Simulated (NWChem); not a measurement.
Molecule: C4H3NOS; SMILES C(c1cncs1)=O

```xyz
10

O     -0.2366     2.6539     0.0000
C      0.6354     1.8210     0.0000
C      0.4086     0.3775     0.0000
C      1.3453    -0.6351     0.0000
N      0.8537    -1.8982     0.0000
C     -0.4495    -1.8714     0.0000
S     -1.1747    -0.3100     0.0000
H      1.7186     2.1023     0.0000
H      2.4254    -0.4686     0.0000
H     -1.0715    -2.7704     0.0000
```
Atoms are numbered in this order, from 1.

All runs: NWChem. The geometry was optimised at PBE0/def2-SVP.

**Question.** Estimate the computed values for CAM-B3LYP/STO-3G. Quantities: highest occupied level (eV); orbital gap (eV); dipole (D).

**Answer.** 
```yaml
highest occupied level (eV): -6.15
orbital gap (eV): 8.09
dipole (D): 0.64
```
